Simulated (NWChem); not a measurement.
System: CdS; SMILES [S]=[Cd]

The following NWChem deck was run.

```
start job
memory heap 200 mb stack 900 mb global 1100 mb
geometry units angstroms noautosym nocenter noautoz
  Cd     0.000000     0.000000    -0.568727
  S      0.000000     0.000000     1.687126
end
basis spherical
  Cd library def2-svpd
  S library def2-svpd
end
ecp
  Cd library def2-ecp
end
dft
  xc pbe0
  iterations 150
end
property
  response 1 0.0
end
task dft property
```

NWChem printed, in part:

```
             Northwest Computational Chemistry Package (NWChem) 7.3.0
             --------------------------------------------------------

                             Geometry "geometry" -> ""
                             -------------------------

 Output coordinates in angstroms (scale by  1.889725989 to convert to a.u.)

  No.       Tag          Charge          X              Y              Z
 ---- ---------------- ---------- -------------- -------------- --------------
    1 Cd                  48.0000     0.00000000     0.00000000    -0.56872700
    2 S                   16.0000     0.00000000     0.00000000     1.68712600

 Effective nuclear repulsion energy (a.u.)     180.1571854335

                                 NWChem DFT Module
                                 -----------------

 Summary of "ao basis" -> "ao basis" (spherical)
 ------------------------------------------------------------------------------
       Tag                 Description            Shells   Functions and Types
 ---------------- ------------------------------  ------  ---------------------
 Cd                        def2-svpd                12       34   5s4p2d1f
 S                         def2-svpd                11       27   5s4p2d

            General Information
            -------------------
          SCF calculation type: DFT
          Wavefunction type:  closed shell.
          No. of atoms     :     2
          No. of electrons :    36
           Alpha electrons :    18
            Beta electrons :    18
          Charge           :     0
          Spin multiplicity:     1
          Use of symmetry is: off; symmetry adaption is: off
          Maximum number of iterations: 150
          AO basis - number of functions:    61
                     number of shells:    23
          Convergence on energy requested:  1.00D-06
          Convergence on density requested:  1.00D-05
          Convergence on gradient requested:  5.00D-04

              XC Information
              --------------
                         PBE0 Method XC Functional
                     Hartree-Fock (Exact) Exchange  0.250
          PerdewBurkeErnzerhof Exchange Functional  0.750
            Perdew 1991 LDA Correlation Functional  1.000 local
           PerdewBurkeErnz. Correlation Functional  1.000 non-local

             Grid Information
             ----------------
          Grid used for XC integration:  medium
          Radial quadrature: Mura-Knowles
          Angular quadrature: Lebedev.
          Tag              B.-S. Rad. Rad. Pts. Rad. Cut. Ang. Pts.
          ---              ---------- --------- --------- ---------
          Cd                  1.55      123          11.0       590
          S                   1.00       88          11.0       590
          Grid pruning is: on
          Number of quadrature shells:   211
          Spatial weights used:  Erf1

      Superposition of Atomic Density Guess
      -------------------------------------

 Sum of atomic energies:        -589.32511393

      Non-variational initial energy
      ------------------------------

 Total energy =    -564.294886
 1-e energy   =    -996.235236
 2-e energy   =     356.874855
 HOMO         =      -0.308258
 LUMO         =      -0.140714

   convergence    iter        energy       DeltaE   RMS-Dens  Diis-err
 ---------------- ----- ----------------- --------- --------- ---------
 d= 0,ls=0.0,diis     1   -565.5192293971 -6.41D+02  4.19D-02  4.30D-01
 d= 0,ls=0.5,diis     2   -564.5765496165  9.43D-01  9.12D-03  5.19D+00
 d= 0,ls=0.5,diis     3   -565.0962274127 -5.20D-01  6.45D-03  2.41D+00
 d= 0,ls=0.5,diis     4   -565.3668486276 -2.71D-01  4.27D-03  1.10D+00
 d= 0,ls=0.5,diis     5   -565.4901110584 -1.23D-01  3.62D-03  5.00D-01
 d= 0,ls=0.5,diis     6   -565.5585030499 -6.84D-02  2.72D-03  2.04D-01
  Resetting Diis
 d= 0,ls=0.5,diis     7   -565.5902549589 -3.18D-02  1.84D-03  7.70D-02
 d= 0,ls=0.5,diis     8   -565.6031582876 -1.29D-02  3.67D-03  3.06D-02
 d= 0,ls=0.5,diis     9   -565.6108436746 -7.69D-03  1.34D-03  1.17D-02
 d= 0,ls=0.5,diis    10   -565.6120033562 -1.16D-03  9.54D-04  4.08D-03
 d= 0,ls=0.5,diis    11   -565.6125871274 -5.84D-04  5.89D-04  1.19D-03
 d= 0,ls=0.5,diis    12   -565.6127835077 -1.96D-04  3.51D-04  2.14D-04
 d= 0,ls=0.5,diis    13   -565.6128377270 -5.42D-05  2.19D-04  4.61D-05
 d= 0,ls=0.5,diis    14   -565.6128538078 -1.61D-05  1.31D-04  1.39D-05
 d= 0,ls=0.5,diis    15   -565.6128592693 -5.46D-06  8.13D-05  3.87D-06
 d= 0,ls=0.5,diis    16   -565.6128611116 -1.84D-06  4.91D-05  1.64D-06
 d= 0,ls=0.5,diis    17   -565.6128618025 -6.91D-07  2.97D-05  8.36D-07
 d= 0,ls=0.5,diis    18   -565.6128620875 -2.85D-07  1.83D-05  5.07D-07
 d= 0,ls=0.5,diis    19   -565.6128622255 -1.38D-07  1.11D-05  2.95D-07
 d= 0,ls=0.5,diis    20   -565.6128622909 -6.54D-08  6.94D-06  1.93D-07

         Total DFT energy =     -565.612862326176
      One electron energy =     -996.337541173652
           Coulomb energy =      396.595322322134
    Exchange-Corr. energy =      -40.936137405292
 Nuclear repulsion energy =       75.065493930634

 Numeric. integr. density =       35.999999999537

                       DFT Final Molecular Orbital Analysis
                       ------------------------------------

 Vector   16  Occ=2.000000D+00  E=-3.137140D-01
              MO Center=  1.3D-08,  5.5D-13,  5.7D-01, r^2= 3.2D+00
   Bfn.  Coefficient  Atom+Function         Bfn.  Coefficient  Atom+Function
  ----- ------------  ---------------      ----- ------------  ---------------
     4      0.646000  1 Cd s                  2     -0.383235  1 Cd s
    48     -0.337135  2 S  pz                45     -0.288565  2 S  pz
    37     -0.186460  2 S  s                 42     -0.166754  2 S  pz
     3     -0.163044  1 Cd s                  1      0.158723  1 Cd s
    38     -0.147359  2 S  s                  5      0.143077  1 Cd s

 Vector   17  Occ=2.000000D+00  E=-2.310434D-01
              MO Center=  1.3D-08, -1.8D-08,  1.5D+00, r^2= 2.0D+00
   Bfn.  Coefficient  Atom+Function         Bfn.  Coefficient  Atom+Function
  ----- ------------  ---------------      ----- ------------  ---------------
    47      0.450055  2 S  py                46     -0.365626  2 S  px
    44      0.334370  2 S  py                43     -0.271642  2 S  px
    41      0.189251  2 S  py                40     -0.153748  2 S  px
    19     -0.092788  1 Cd d -1              50      0.084956  2 S  py
    21     -0.075381  1 Cd d  1               7     -0.069823  1 Cd py

 Vector   18  Occ=2.000000D+00  E=-2.310434D-01
              MO Center=  1.8D-08,  1.6D-08,  1.5D+00, r^2= 2.0D+00
   Bfn.  Coefficient  Atom+Function         Bfn.  Coefficient  Atom+Function
  ----- ------------  ---------------      ----- ------------  ---------------
    46      0.450055  2 S  px                47      0.365626  2 S  py
    43      0.334370  2 S  px                44      0.271642  2 S  py
    40      0.189251  2 S  px                41      0.153748  2 S  py
    21      0.092788  1 Cd d  1              49      0.084956  2 S  px
    19     -0.075381  1 Cd d -1               6     -0.069823  1 Cd px

 Vector   19  Occ=0.000000D+00  E=-1.548816D-01
              MO Center= -5.0D-08,  7.0D-10, -3.8D-01, r^2= 4.8D+00
   Bfn.  Coefficient  Atom+Function         Bfn.  Coefficient  Atom+Function
  ----- ------------  ---------------      ----- ------------  ---------------
     4      0.424659  1 Cd s                 48      0.395834  2 S  pz
     5      0.310308  1 Cd s                 45      0.293364  2 S  pz
    14     -0.284649  1 Cd pz                 2     -0.215837  1 Cd s
     8      0.213922  1 Cd pz                11     -0.203576  1 Cd pz
    42      0.164980  2 S  pz                39      0.137520  2 S  s

 Vector   20  Occ=0.000000D+00  E=-2.661159D-02
              MO Center= -8.2D-09,  1.2D-08, -6.4D-01, r^2= 5.6D+00
   Bfn.  Coefficient  Atom+Function         Bfn.  Coefficient  Atom+Function
  ----- ------------  ---------------      ----- ------------  ---------------
    13      0.917236  1 Cd py                10      0.266746  1 Cd py
    12     -0.251721  1 Cd px                47     -0.249852  2 S  py
    50     -0.248950  2 S  py                 7     -0.228751  1 Cd py
    44     -0.142030  2 S  py                41     -0.079268  2 S  py
     9     -0.073204  1 Cd px                46      0.068568  2 S  px

 Vector   21  Occ=0.000000D+00  E=-2.661159D-02
              MO Center= -4.9D-08, -1.2D-08, -6.4D-01, r^2= 5.6D+00
   Bfn.  Coefficient  Atom+Function         Bfn.  Coefficient  Atom+Function
  ----- ------------  ---------------      ----- ------------  ---------------
    12      0.917236  1 Cd px                 9      0.266746  1 Cd px
    13      0.251721  1 Cd py                46     -0.249852  2 S  px
    49     -0.248950  2 S  px                 6     -0.228751  1 Cd px
    43     -0.142030  2 S  px                40     -0.079268  2 S  px
    10      0.073204  1 Cd py                47     -0.068568  2 S  py

     Multipole analysis of the density
     ---------------------------------

     L   x y z        total         alpha         beta         nuclear
     -   - - -        -----         -----         ----         -------
     0   0 0 0     -0.000000    -18.000000    -18.000000     36.000000

     1   1 0 0     -0.000000     -0.000000     -0.000000      0.000000
     1   0 1 0      0.000000      0.000000      0.000000      0.000000
     1   0 0 1     -2.472016    -15.994273    -15.994273     29.516530

     2   2 0 0    -26.241490    -13.120745    -13.120745      0.000000
     2   1 1 0      0.000000      0.000000      0.000000      0.000000
     2   1 0 1     -0.000000     -0.000000     -0.000000      0.000000
     2   0 2 0    -26.241490    -13.120745    -13.120745      0.000000
     2   0 1 1      0.000000      0.000000      0.000000      0.000000
     2   0 0 2    -25.177290   -105.456519   -105.456519    185.735748

 *** CALLING NEW AORESP DRIVER FOR CLOSED AND OPEN SHELLS ***
 Entering AOResponse driver routine

--------------------------------------------------------------------------------

          -----------------------------------------------
          Solving response equations for perturbing field
          -----------------------------------------------

 number of frequencies:     1
 frequency in a.u.:  0.0000000E+00
 Perturbing field: electric
 Using El. Dipole Length Gauge

 Setting up CPKS with frequency omega =      0.00000000 a.u.

 STATIC response

                                NWChem CPHF Module
                                ------------------

  scftype          =     RHF
  nclosed          =       18
  nopen            =        0
  variables        =      774
  # of vectors     =        3
  tolerance        = 0.10D-03
  level shift      = 0.00D+00
  max iterations   =       50
  max subspace     =       30

 SCF residual:    4.8838637991531313E-004

Iterative solution of linear equations
  No. of variables      774
  No. of equations        3
  Maximum subspace       30
        Iterations       50
       Convergence  1.0D-04

   iter   nsub   residual    time
   ----  ------  --------  ---------
     1      3    1.80D+01      16.9
     2      6    3.64D+00      19.5
     3      9    9.73D-01      22.1
     4     12    3.56D-01      24.7
     5     15    7.73D-02      27.5
     6     18    2.76D-02      30.3
     7     21    4.29D-03      33.2
     8     24    7.00D-04      35.7
     9     27    4.27D-05      38.3

 Electric Dipole Response Matrix (nonzero elements):

              1        2        3
    1   52.9220  -0.0000  -0.0000
    2   -0.0000  52.9220   0.0000
    3   -0.0000   0.0000  92.8759

 ------------------------------------------
 average:        66.23998 + I       0.00000

 DFT Linear Response polarizability / au
 Frequency  =       0.0000000 / au
              X              Y              Z
 -----------------------------------------------
 X      52.9219963     -0.0000000     -0.0000046
 Y      -0.0000000     52.9219963      0.0000001
 Z      -0.0000046      0.0000001     92.8759433
 -----------------------------------------------
 Eigenvalues =      52.9219962     52.9219963     92.8759433
 Isotropic   =      66.2399786
 Anisotropic =      39.9539470
 -----------------------------------------------

 Magnetic Dipole Response Matrix (nonzero elements):

 Exiting AOResponse driver routine
```

Level: PBE0/def2-SVPD with def2 effective core potentials on Cd. Coordinates come from a PBE-D3(BJ)/def2-SVP optimisation. def2 effective core potentials on Cd; no spin-orbit coupling.
